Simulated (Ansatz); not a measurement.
CH$_{2}$AlClOS (`S[CH]1[O][Al]1[Cl]`) at its PBE0-D4/def2-TZVP geometry, where that method's forces vanish. The species carries charge 0 and has multiplicity 1.

| atom | x (Å) | y (Å) | z (Å) |
| --- | --- | --- | --- |
| S1 | 1.277 | 1.200 | -0.646 |
| C2 | -0.112 | 0.479 | 0.168 |
| O3 | -0.968 | -0.443 | -0.648 |
| Al4 | -0.170 | -1.366 | 0.522 |
| Cl5 | 0.049 | -3.286 | 1.235 |
| H6 | 0.648 | 2.195 | -1.306 |
| H7 | -0.724 | 1.221 | 0.676 |

Problem. For each bond, give half the difference of the two atoms' forces along it (eV/Å; positive pushes the atoms apart) under PBE-D4, r2SCAN-D4, B3LYP-D4, ωB97M-V in def2-TZVPP. (An estimate is asked.)

Solution. Computed: 
```json
{"bond": "S1–C2", "length (Å)": "1.764", "PBE-D4": "0.02", "r2SCAN-D4": "0.05", "B3LYP-D4": "0.16", "ωB97M-V": "0.13"}
{"bond": "S1–H6", "length (Å)": "1.349", "PBE-D4": "0.28", "r2SCAN-D4": "0.02", "B3LYP-D4": "-0.03", "ωB97M-V": "-0.14"}
{"bond": "C2–O3", "length (Å)": "1.500", "PBE-D4": "0.56", "r2SCAN-D4": "0.40", "B3LYP-D4": "0.36", "ωB97M-V": "0.18"}
{"bond": "C2–Al4", "length (Å)": "1.879", "PBE-D4": "0.29", "r2SCAN-D4": "0.11", "B3LYP-D4": "0.10", "ωB97M-V": "0.00"}
{"bond": "C2–H7", "length (Å)": "1.088", "PBE-D4": "0.03", "r2SCAN-D4": "-0.10", "B3LYP-D4": "-0.21", "ωB97M-V": "-0.17"}
{"bond": "O3–Al4", "length (Å)": "1.690", "PBE-D4": "0.55", "r2SCAN-D4": "0.16", "B3LYP-D4": "0.08", "ωB97M-V": "0.01"}
{"bond": "Al4–Cl5", "length (Å)": "2.060", "PBE-D4": "-0.03", "r2SCAN-D4": "-0.01", "B3LYP-D4": "0.06", "ωB97M-V": "0.04"}
```

B3LYP here is the variant with VWN-RPA as its local correlation; programs differ in this.
